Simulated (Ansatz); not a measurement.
Basis-set extrapolation for C$_{3}$H$_{4}$F$_{4}$O, SMILES `OCC(F)(F)C(F)F` (PBE0-D4/def2-TZVP geometry, frozen core, Ansatz). Multiplicity 1, RHF reference.

|  | def2-TZVPP | def2-QZVPP |
| --- | --- | --- |
| HF | -588.803087 | -588.828539 |
| MP2 correlation | -1.719068 | -1.868378 |
| CCSD(T) correlation | -1.800821 | not run |

Energies in hartree. Use E(X) = E(∞) + A·exp(−7.88·√X) for Hartree–Fock and E(X) = E(∞) + B·X^(−2.97) for correlation, with X = 3 and 4, and add CCSD(T) minus MP2 of the smaller set to the MP2 limit.

Task: What is the CCSD(T) energy at the basis-set limit?

Result: HF limit: -588.828539 + (-0.025452) × 0.13774 = -588.83204. MP2 limit: -1.868378 + (-0.149310) × 0.74074 = -1.97898. Higher-order term: -1.800821 − (-1.719068) = -0.08175. Total: -590.89277 hartree, 758.4 kJ/mol below CCSD(T)/def2-TZVPP.
